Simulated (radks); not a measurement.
Coherent X-ray form factor from a spherical all-electron density. Calculated with a radial shooting solver on a logarithmic mesh with Libxc functionals: non-relativistic Kohn-Sham, exchange-only B88, spin-polarised, spherical densities, point nucleus.

| sin(theta)/lambda (1/angstrom) | f0 (electrons) |
|---|---|
| 0.05 | 3.860 |
| 0.1 | 3.494 |
| 0.15 | 3.031 |
| 0.2 | 2.588 |
| 0.25 | 2.231 |
| 0.3 | 1.973 |
| 0.4 | 1.676 |
| 0.5 | 1.520 |
| 0.6 | 1.398 |
| 0.8 | 1.150 |
| 1 | 0.904 |
| 1.25 | 0.649 |
| 1.5 | 0.461 |
| 2 | 0.237 |

The species is in the configuration that NIST lists as its ground one. Which atom or ion scatters so?

Answer. The boron ion B+, [He] 2s2. Extrapolating in s^2 from the first two rows gives f0(0) = 4.0, near the electron count 4; among species with that count, the fall with angle is slower the higher Z, and the table is that of Z = 5; from so few rows the species is fixed only to a neighbour or two.
